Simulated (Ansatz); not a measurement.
Relaxation of AlH9O3Si2 (15 atoms, charge 0, multiplicity 1), to a largest force component of 0.03 eV/Å in at most 50 steps.

The calculation used RHF/6-31G* in Ansatz 0.2.0.

```xyz
15
Properties=species:S:1:pos:R:3:forces:R:3
Al -0.124 -0.432 0.139 -0.69 0.01 1.28
O -0.875 -0.493 1.698 0.45 -0.57 -1.11
Si -1.393 -0.759 3.208 0.01 0.01 -0.03
H -2.666 -1.509 3.197 0.00 0.00 0.01
H -0.410 -1.533 3.992 0.00 0.00 0.00
H -1.627 0.527 3.899 0.00 0.00 0.00
O 1.555 -0.500 0.007 0.05 0.00 -0.01
H 1.999 -0.531 -0.826 -0.01 0.00 0.02
O -1.054 -0.406 -1.273 0.02 0.00 0.02
H -1.998 -0.416 -1.296 0.01 0.00 0.01
Si 0.122 2.979 0.965 0.10 0.24 -0.05
H 1.074 3.264 2.050 0.00 0.00 0.01
H 0.771 3.168 -0.344 0.00 0.00 0.00
H -1.059 3.853 1.070 0.00 0.01 0.00
H -0.330 1.585 1.092 0.06 0.31 -0.15
```

Problem. Where does it end, and by what steps?

Solution. It converged. After 14 steps the energy has fallen by 0.250 eV; H14 moved furthest, 0.85 Å.

```
step  energy less start (eV)  largest force component (eV/Å)  accepted
   0                  0.0000                           1.281       yes
   1                 -0.1556                           0.807       yes
   2                 -0.2058                           0.356       yes
   3                 -0.2155                           0.199       yes
   4                 -0.2183                           0.094       yes
   5                 -0.2256                           0.037       yes
   6                 -0.2318                           0.259       yes
   7                 -0.2392                           0.184       yes
   8                 -0.2437                           0.081       yes
   9                 -0.2478                           0.120       yes
  10                 -0.2493                           0.068       yes
  11                 -0.2495                           0.081       yes
  12                 -0.2499                           0.040       yes
  13                 -0.2501                           0.041       yes
  14                 -0.2504                           0.012       yes
```

```xyz
15
Properties=species:S:1:pos:R:3
Al -0.285 -0.450 0.270
O -1.050 -0.817 1.720
Si -1.430 -1.056 3.280
H -2.731 -1.747 3.382
H -0.410 -1.883 3.952
H -1.533 0.233 3.993
O 1.354 -0.030 0.266
H 1.841 0.096 -0.534
O -1.076 -0.611 -1.215
H -1.983 -0.852 -1.313
Si 0.273 3.186 0.758
H 1.136 2.969 1.928
H 1.067 3.220 -0.481
H -0.471 4.451 0.905
H -0.720 2.088 0.666
```

Whether the end is a true minimum wasn't checked by a vibrational analysis.

Time of the run: 42 s on 2 threads of Arm Neoverse V1 (shared host), peak memory 0.28 GiB.
